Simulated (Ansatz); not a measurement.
Input file for Ansatz (an electronic-structure program): U-r2SCAN/def2-TZVPP on CH3Se (SMILES C[Se]), 2S+1 = 2, atoms moved off the minimum.

Ansatz 0.2 input:
```yaml
crystal:
  periodic: [false, false, false]
  atoms:
    - {symbol: C, position_ang: [-1.55890189, 0.05632800, 0.00859279]}
    - {symbol: Se, position_ang: [0.41841179, -0.02957780, -0.05153920]}
    - {symbol: H, position_ang: [-1.87027385, -0.61825282, -0.80282473]}
    - {symbol: H, position_ang: [-1.85214529, 1.14558687, -0.14799285]}
    - {symbol: H, position_ang: [-1.88903145, -0.37661434, 0.90900991]}
basis:
  gaussian:
    orbitals: def2-TZVPP
hamiltonian:
  xc: {name: r2SCAN}
magnetization: {spin_polarized: true, initial_magnetization: 1}
output: {forces: true}
```

The head of its log:

```
WARN ansatz: RAYON_NUM_THREADS=1 ignored (pool sized by the plan → 1); use --threads N
Functional definition: r2SCAN
integrals: 0.04 GiB planned
744 factors; their error is unknown
mean field: 0.42 GiB planned
mean field evaluation 1: about -66427.6876 eV, gradient 3.7e1 eV
mean field evaluation 2: about -66411.8008 eV, gradient 5.8e1 eV
```

What total energy does the run end on?

-2441.4027 hartree.
